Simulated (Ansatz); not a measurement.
Molecule: difluorosilane, sum formula SiH2F2 (charge 0, singlet). 
Geometry from a B3LYP-D3(BJ)/def2-TZVP (Ansatz, a program for electronic structure) optimisation:
```
Si
F 1 1.5916
F 1 1.5916 2 107.98
H 1 1.4696 2 108.50 3 -117.41
H 1 1.4696 4 114.67 2 121.46
```

CCSD(T) with Ansatz in growing basis sets, 20 correlated electrons. Cores are frozen in the correlated levels unless marked. UHF or UKS for open shells. No spin-orbit coupling. Non-relativistic. Costs are ratios of core time to the smallest set, on shared machines of one kind, and rough; they hold the program's checks for lower states.

| basis | functions | cost over smallest | E(corr) (Eh) | electronic atomisation energy (kcal/mol) |
|---|---|---|---|---|
| cc-pV(T+d)Z | 127 | 1× | -0.6576 | 432.5 |
| cc-pV(Q+d)Z | 234 | 5× | ? | ? |

### Question
What does the step to cc-pV(Q+d)Z buy, and how does its cost grow by formal scaling?

### Answer
Formally CCSD grows as o²v⁴ and (T) as o³v⁴; with o = 10 and v going from 110 to 217 both grow 15-fold in the last step, while integrals and the mean field grow more slowly. That step adds 56.6 mEh of correlation energy and 10.3 kcal/mol to the atomisation energy. Row: E(corr) (Eh) -0.7142, electronic atomisation energy (kcal/mol) 442.9.
